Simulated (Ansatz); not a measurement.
C₂H₅ClO₂Si, SMILES `CO[Si]1(Cl)CO1`, relaxed with RKS PBE-D4/def2-SVP in Ansatz from a rough embedded geometry. The force threshold is 0.03 eV/Å; the program also tests the step.

The species carries charge 0 and has multiplicity 1.

Start:

```xyz
11

C    -0.564   -1.210   -1.421
O    -0.933    0.091   -0.863
Si   -0.472    0.524    0.668
Cl   -1.390   -0.431    2.055
C     1.036    1.498    1.005
O     1.145    0.095    0.867
H    -0.963   -1.980   -0.742
H    -1.006   -1.269   -2.373
H     0.542   -1.309   -1.450
H     1.455    2.107    0.231
H     1.151    1.883    2.025
```

Problem. By how much does the energy fall, and how many steps does the optimiser take? (Estimate.)

Solution. The calculation gave: 70.63 kJ/mol, in 19 steps, 1 of them rejected.

Problem. Which bonds change most? (Estimate.)

Solution. Computed: Si3–Cl4 from 1.917 to 2.065 Å; C5–O6 from 1.414 to 1.527 Å; C1–H8 from 1.052 to 1.109 Å; C1–O2 from 1.463 to 1.421 Å.

Problem. Give the relaxed structure. (Estimate.)

Solution. The calculation gave: 
```xyz
11

C    -0.716   -1.347   -1.482
O    -0.170   -0.153   -0.937
Si    0.059    0.274    0.637
Cl   -1.308   -0.702    1.838
C     0.927    1.781    1.124
O     1.609    0.422    1.258
H    -1.474   -1.801   -0.807
H    -1.202   -1.099   -2.447
H     0.086   -2.093   -1.670
H     1.426    2.438    0.385
H     0.763    2.279    2.100
```
